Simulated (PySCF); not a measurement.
Isomers of C2H11NOSi2, mass 121.038 u with the commonest isotopes. Level of theory: PBE0-D3(BJ)/def2-SVP geometry optimisation, gas phase (PySCF). One conformer each, none proved a minimum here; rigid rotors.

Question: Order these by out-of-plane moment Σ m c² = (Ia + Ib − Ic)/2, largest first.
A. `[CH3:1][NH:2][SiH2:3][CH2:4][SiH2:5][OH:6]` with C1–N2–Si3–C4 69°, N2–Si3–C4–Si5 52°, Si3–C4–Si5–O6 -45°, C4–Si5–O6–H 29°
B. `[CH3:1][N:2]([CH3:3])[SiH2:4][O:5][SiH3:6]` with C1–N2–Si4–O5 79°, N2–Si4–O5–Si6 53°
C. `[CH3:1][O:2][CH2:3][SiH2:4][SiH2:5][NH2:6]` with C1–O2–C3–Si4 180°, O2–C3–Si4–Si5 43°, C3–Si4–Si5–N6 170°, Si4–Si5–N6–H 52° and -172°
D. `[NH2:1][SiH2:2][CH2:3][CH2:4][SiH2:5][OH:6]` with H–N1–Si2–C3 -64° and 168°, N1–Si2–C3–C4 -70°, Si2–C3–C4–Si5 69°, C3–C4–Si5–O6 -67°, C4–Si5–O6–H 53°

Answer: B (53.32 u·Å²), A (33.93 u·Å²), D (21.30 u·Å²), C (13.57 u·Å²).

Question: Order these by rotational constant A, smallest first.
A. `[NH2:1][SiH2:2][CH2:3][CH2:4][SiH2:5][OH:6]` with H–N1–Si2–C3 -64° and 168°, N1–Si2–C3–C4 -70°, Si2–C3–C4–Si5 69°, C3–C4–Si5–O6 -67°, C4–Si5–O6–H 53°
B. `[CH3:1][NH:2][SiH2:3][CH2:4][SiH2:5][OH:6]` with C1–N2–Si3–C4 69°, N2–Si3–C4–Si5 52°, Si3–C4–Si5–O6 -45°, C4–Si5–O6–H 29°
C. `[CH3:1][O:2][CH2:3][SiH2:4][SiH2:5][NH2:6]` with C1–O2–C3–Si4 180°, O2–C3–Si4–Si5 43°, C3–Si4–Si5–N6 170°, Si4–Si5–N6–H 52° and -172°
D. `[CH3:1][N:2]([CH3:3])[SiH2:4][O:5][SiH3:6]` with C1–N2–Si4–O5 79°, N2–Si4–O5–Si6 53°

Answer: B (3022 MHz), A (3131 MHz), D (3598 MHz), C (4403 MHz).

Question: Order these by dipole moment, smallest first.
A. `[CH3:1][O:2][CH2:3][SiH2:4][SiH2:5][NH2:6]` with C1–O2–C3–Si4 180°, O2–C3–Si4–Si5 43°, C3–Si4–Si5–N6 170°, Si4–Si5–N6–H 52° and -172°
B. `[CH3:1][NH:2][SiH2:3][CH2:4][SiH2:5][OH:6]` with C1–N2–Si3–C4 69°, N2–Si3–C4–Si5 52°, Si3–C4–Si5–O6 -45°, C4–Si5–O6–H 29°
C. `[CH3:1][N:2]([CH3:3])[SiH2:4][O:5][SiH3:6]` with C1–N2–Si4–O5 79°, N2–Si4–O5–Si6 53°
D. `[NH2:1][SiH2:2][CH2:3][CH2:4][SiH2:5][OH:6]` with H–N1–Si2–C3 -64° and 168°, N1–Si2–C3–C4 -70°, Si2–C3–C4–Si5 69°, C3–C4–Si5–O6 -67°, C4–Si5–O6–H 53°

Answer: A (0.34 D), C (1.45 D), B (2.97 D), D (3.24 D).

```json
{"SMILES": "COC[SiH2][SiH2]N", "point group": "C1", "Ia (u·Å²)": "114.79", "Ib (u·Å²)": "498.44", "Ic (u·Å²)": "586.10", "κ": "-0.91", "μa (D)": "0.32", "μb (D)": "0.08", "μc (D)": "0.07"}
{"SMILES": "N[SiH2]CC[SiH2]O", "point group": "C1", "Ia (u·Å²)": "161.40", "Ib (u·Å²)": "320.96", "Ic (u·Å²)": "439.76", "κ": "-0.57", "μa (D)": "2.99", "μb (D)": "0.39", "μc (D)": "1.19"}
{"SMILES": "CN[SiH2]C[SiH2]O", "point group": "C1", "Ia (u·Å²)": "167.23", "Ib (u·Å²)": "307.92", "Ic (u·Å²)": "407.29", "κ": "-0.55", "μa (D)": "2.80", "μb (D)": "0.87", "μc (D)": "0.47"}
{"SMILES": "CN(C)[SiH2]O[SiH3]", "point group": "C1", "Ia (u·Å²)": "140.46", "Ib (u·Å²)": "409.33", "Ic (u·Å²)": "443.15", "κ": "-0.92", "μa (D)": "1.02", "μb (D)": "1.03", "μc (D)": "0.06"}
```
